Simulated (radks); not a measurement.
Mo IV, 39 electrons, occupied as [Kr] 4d3. Calculated with a radial shooting solver on a logarithmic mesh with Libxc functionals: non-relativistic Kohn-Sham, SCAN, spin-polarised, spherical densities, point nucleus; open shells are filled with parallel spins first (spin-orbit coupling, left out, can overturn this in heavy ions); meta-GGA in the generalised Kohn-Sham scheme; relativity is left out, which matters for an element this heavy.

Unscreened Slater integrals over Kohn-Sham orbitals (eV). They are taken over the spin-up orbitals.

integral,value
"F0(4d,4d)",15.563
"F2(4d,4d)",7.9162
"F4(4d,4d)",5.2048
"F0(4d,4p)",17.354
"F2(4d,4p)",8.6507
"G1(4d,4p)",10.834
"G3(4d,4p)",6.6415
"F0(4d,4s)",17.851
"G2(4d,4s)",7.9625
"F0(4d,3d)",20.924
"F2(4d,3d)",3.8070
"F4(4d,3d)",1.6379
"G0(4d,3d)",1.2287
"G2(4d,3d)",1.3786
"G4(4d,3d)",1.0367
"F0(4p,4p)",19.975
"F2(4p,4p)",10.576
"F0(4p,4s)",20.760
"G1(4p,4s)",14.218
"F0(4p,3d)",25.842
"F2(4p,3d)",5.8663
"G1(4p,3d)",1.8602
"G3(4p,3d)",1.7947
"F0(4s,4s)",21.658
"F0(4s,3d)",27.630
"G2(4s,3d)",2.1367
"F0(3d,3d)",59.824
"F2(3d,3d)",29.524
"F4(3d,3d)",18.771

Derived for the open shells (J is the average intra-shell exchange parameter used in DFT+U). 4d: Racah B = F2/49 - 5 F4/441 = 0.1025 eV, C = 35 F4/441 = 0.4131 eV, C/B = 4.03, F4/F2 = 0.657, J = (F2 + F4)/14 = 0.9372 eV.
